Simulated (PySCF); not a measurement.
Molecules (atom-mapped SMILES):
1. `[CH3:1]/[CH:2]=[C:3](\[F:4])[C:5](=[O:6])[F:7]`
2. `[CH3:1]/[C:2]([F:3])=[CH:4]/[C:5](=[O:6])[F:7]`

Couplings at B3LYP/pcJ-1, PySCF 2.14, geometries GFN2-xTB, gas phase, one conformer each, non-relativistic.

Problem. List the couplings to 19F of 5 Hz or more (2 Hz over four bonds), one row for each set of pairs made equivalent by symmetry, fast rotation or ring inversion, averaged. Isotopes: 13C, 19F, 1H, 17O; all four Ramsey terms are included.

Solution. 
```
molecule       pair  bonds  J (Hz)
       1     C5, F7      1  -395.6
       1     C3, F4      1  -317.3
       1     C3, F7      2    82.3
       1     O6, F7      2    63.1
       1     F4, C5      2    37.8
       1     C2, F4      2    12.5
       1     F4, F7      3   -36.1
       1  F4, H(C2)      3    21.5
       1  F4, H(C1)      4     4.4
       1  F7, H(C2)      4     3.6
       2     C5, F7      1  -388.2
       2     C2, F3      1  -371.6
       2     C4, F7      2    85.5
       2     O6, F7      2    66.2
       2     C1, F3      2    20.1
       2  F3, H(C4)      3    25.7
       2     C2, F7      3    21.5
       2  F3, H(C1)      3    15.4
       2  F7, H(C4)      3    -6.0
       2     F3, O6      4   -23.7
       2     F3, F7      4     5.8
       2     C1, F7      4     4.4
```

One-bond C–F values run tens of Hz too large at this level.
